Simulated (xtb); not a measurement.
CH₅Si, doublet, geometry from GFN2-xTB; xtb with GFN0-xTB with ALPB(benzene).

The xtb input:
```
$ xtb mol.xyz --gfn 0 --uhf 1 --alpb benzene --json

# file mol.xyz
7

C     -0.00961888     0.08558394    -1.20792711
Si     0.00693370     0.02337297     0.68442733
H     -0.03432110    -0.91899655    -1.62856536
H     -0.87992760     0.61839322    -1.58117006
H      0.87474746     0.58217174    -1.59770913
H     -1.21559465    -0.53605201     1.24797082
H      1.21573735    -0.58624162     1.22505378
```

### Question
What does xtb print? Leave out banner, timings and long lists.

### Answer

```
   ID    Z sym.   atoms
    1    6 C      1
    2   14 Si     2
    3    1 H      3-7

           -------------------------------------------------
          |                Calculation Setup                |
           -------------------------------------------------

           -------------------------------------------------
          |                 G F N 0 - x T B                 |
           -------------------------------------------------

      * Solvation model:               ALPB
        Solvent                        benzene
        Parameter file                 internal GFN-FF/ALPB
        Dielectric constant                7.0000E+00
        Reference state                gsolv [1 M gas/solution]
        Free energy shift                  3.7693E-03 Eh       2.3652E+00 kcal/mol
        Temperature                        2.9815E+02 K
        Density                            8.6700E-01 kg/L
        Solvent mass                       7.8110E+01 g/mol
        Interaction kernel             P16
        Born radius scaling (c1)           1.8034E+00
        Born radii integrator          GBOBC
        Born offset                        0.0000E+00 a0       0.0000E+00 AA
        H-bond correction              false
        Ion screening                  false
        Surface tension                    1.0000E-05 Eh       1.5569E+01 dyn/cm
        Grid points                               230 per atom

          ...................................................
          :                      SETUP                      :
          :.................................................:
          :  # basis functions                  24          :
          :  # atomic orbitals                  23          :
          :  # shells                           15          :
          :  # electrons                        13          :
          :  electronic temp.          300.0000000     K    :
          :  accuracy                    1.0000000          :
          :  -> integral cutoff          0.2500000E+02      :
          :  -> integral neglect         0.1000000E-07      :
          ...................................................

         :::::::::::::::::::::::::::::::::::::::::::::::::::::
         ::                     SUMMARY                     ::
         :::::::::::::::::::::::::::::::::::::::::::::::::::::
         :: total energy              -6.662400576506 Eh    ::
         :: total w/o Gsasa/hb        -6.661972351487 Eh    ::
         :: gradient norm              0.018270100807 Eh/a0 ::
         :: HOMO-LUMO gap              2.680708951775 eV    ::
         ::.................................................::
         :: H0 energy                 -6.706891365400 Eh    ::
         :: repulsion energy           0.092598845552 Eh    ::
         :: electrostat energy        -0.047038325511 Eh    ::
         :: -> Gsolv                   0.000000000000 Eh    ::
         ::    -> Gsasa               -0.004197482005 Eh    ::
         ::    -> Gshift               0.003769256986 Eh    ::
         :: dispersion energy         -0.001069731147 Eh    ::
         :: short-range corr.          0.000000000000 Eh    ::
         :: add. restraining           0.000000000000 Eh    ::
         :: total charge               0.000000000000 e     ::
         :::::::::::::::::::::::::::::::::::::::::::::::::::::

           -------------------------------------------------
          |                Property Printout                |
           -------------------------------------------------

    * Orbital Energies and Occupations

         #    Occupation            Energy/Eh            Energy/eV
      -------------------------------------------------------------
         1        2.0000           -0.6296302             -17.1331
         2        2.0000           -0.5885370             -16.0149
         3        2.0000           -0.5269604             -14.3393
         4        2.0000           -0.5265030             -14.3269
         5        2.0000           -0.4767938             -12.9742
         6        2.0000           -0.4462151             -12.1421
         7        1.0000           -0.3176122              -8.6427 (HOMO)
         8                         -0.2190980              -5.9620 (LUMO)
         9                         -0.2135344              -5.8106
        10                         -0.1795819              -4.8867
        11                         -0.1463734              -3.9830
        12                         -0.1138990              -3.0993
        13                         -0.1106251              -3.0103
        14                         -0.1018204              -2.7707
        15                         -0.0508597              -1.3840
        16                         -0.0496637              -1.3514
        17                         -0.0018034              -0.0491
        18                          0.2490382               6.7767
       ...                                ...                  ...
        23                          0.8148852              22.1742
      -------------------------------------------------------------
                  HL-Gap            0.0985142 Eh            2.6807 eV
             Fermi-level            0.0000000 Eh            0.0000 eV

     #   Z          covCN         q      C6AA      α(0)
     1   6 C        3.650    -0.751    45.983     9.847
     2  14 Si       2.715     0.500   199.118    30.252
     3   1 H        0.925     0.177     1.225     1.731
     4   1 H        0.925     0.174     1.238     1.740
     5   1 H        0.925     0.174     1.238     1.740
     6   1 H        0.920    -0.138     7.084     4.163
     7   1 H        0.920    -0.138     7.084     4.163

 Mol. C6AA /au·bohr⁶  :        852.878661
 Mol. C8AA /au·bohr⁸  :      33792.748942
 Mol. α(0) /au        :         53.635067

Wiberg/Mayer (AO) data.
largest (>0.10) Wiberg bond orders for each atom

 ---------------------------------------------------------------------------
     #   Z sym  total        # sym  WBO       # sym  WBO       # sym  WBO
 ---------------------------------------------------------------------------
     1   6 C    3.913 --     2 Si   1.024     5 H    0.951     4 H    0.951
                             3 H    0.947
     2  14 Si   2.982 --     1 C    1.024     6 H    0.922     7 H    0.922
     3   1 H    0.984 --     1 C    0.947
     4   1 H    0.986 --     1 C    0.951
     5   1 H    0.986 --     1 C    0.951
     6   1 H    0.952 --     2 Si   0.922
     7   1 H    0.952 --     2 Si   0.922
 ---------------------------------------------------------------------------

Topologies differ in total number of bonds
Writing topology from bond orders to xtbtopo.mol

 dipole moment from electron density (au)
     X       Y       Z
   0.0071   0.4298  -0.1836  total (Debye):    1.188

           -------------------------------------------------
          | TOTAL ENERGY               -6.662400576506 Eh   |
          | GRADIENT NORM               0.018270100807 Eh/α |
          | HOMO-LUMO GAP               2.680708951775 eV   |
           -------------------------------------------------

normal termination of xtb
```
